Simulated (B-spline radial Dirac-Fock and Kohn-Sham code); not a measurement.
# Tb 5p1/2: cross section and angular parameters

System: atomic terbium in the configuration [Xe] 4f9 6s2; threshold 31.60 eV (orbital energy of the model). The computed values come from a B-spline atomic structure program: Dirac-Hartree-Slater photoionisation with a Latter tail; cross sections with all multipoles, angular parameters from the dipole term and its interference with E2.

Input of the calculation (task.json; shells as n, l, electrons):

```json
{"items": [{
  "Z": 65,
  "q": 0,
  "cfg": [[1, 0, 2], [2, 0, 2], [2, 1, 6], [3, 0, 2], [3, 1, 6], [3, 2, 10], [4, 0, 2], [4, 1, 6], [4, 2, 10], [4, 3, 9], [5, 0, 2], [5, 1, 6], [6, 0, 2]],
  "A": 159,
  "rrms": 5.06,
  "do": "xps",
  "hv": [59.1, 60, 66.5, 68.8, 100, 167.0, 227.0, 277.0, 300, 434.0, 485.0, 512.0, 671.0, 738.0, 794.0, 800, 1200.0, 1230.0, 1253.6, 1486.9, 1570.0, 2030.0, 2260.0, 3010.0, 8160.0, 8210.0, 9070.0, 9251.7, 11900.0, 15000],
  "edges": {"K": 51996.0, "L1": 8708.0, "L2": 8252.0, "L3": 7514.0, "M1": 1968.0, "M2": 1768.0, "M3": 1611.0, "M4": 1276.9, "M5": 1241.1, "N1": 396.0, "N2": 322.4, "N3": 284.1, "N4": 150.5, "N5": 150.5}
}]}
```

Command: `python xray2_run.py task.json out`

```csv
hν (eV),σ (kb),β,γ,δ
59.1,774,1.755,0.179,-0.015
60,731,1.736,0.190,-0.015
66.5,499,1.577,0.266,-0.020
68.8,441,1.515,0.288,-0.022
100,128,0.576,0.337,-0.023
167,44.5,-0.018,-0.041,0.025
227,31.8,0.374,-0.023,0.037
277,26.6,0.678,0.072,0.034
300,24.7,0.790,0.115,0.032
434,?,?,?,?
485,15.5,1.299,0.297,0.015
512,14.7,1.339,0.304,0.013
671,10.8,1.500,0.298,0.006
738,9.63,1.543,0.281,0.004
794,8.78,1.571,0.264,0.003
800,8.70,1.574,0.262,0.003
1200,5.00,1.679,0.125,-0.001
1230,4.82,1.683,0.116,-0.001
1253.6,4.68,1.685,0.109,-0.001
1486.9,3.61,1.706,0.052,-0.002
1570,3.31,1.710,0.036,-0.002
2030,2.17,1.719,-0.015,-0.003
2260,1.80,1.718,-0.021,-0.003
3010,1.06,1.701,0.014,-0.003
8160,0.129,1.528,0.753,0.015
8210,0.128,1.527,0.760,0.015
9070,0.101,1.502,0.878,0.021
9251.7,0.0962,1.496,0.902,0.022
11900,0.0520,1.427,1.224,0.040
15000,0.0288,1.357,1.540,0.064
```

Question: Give the values at 434 eV.

Answer: σ = 17.4 kb, β = 1.206, γ = 0.272, δ = 0.018.
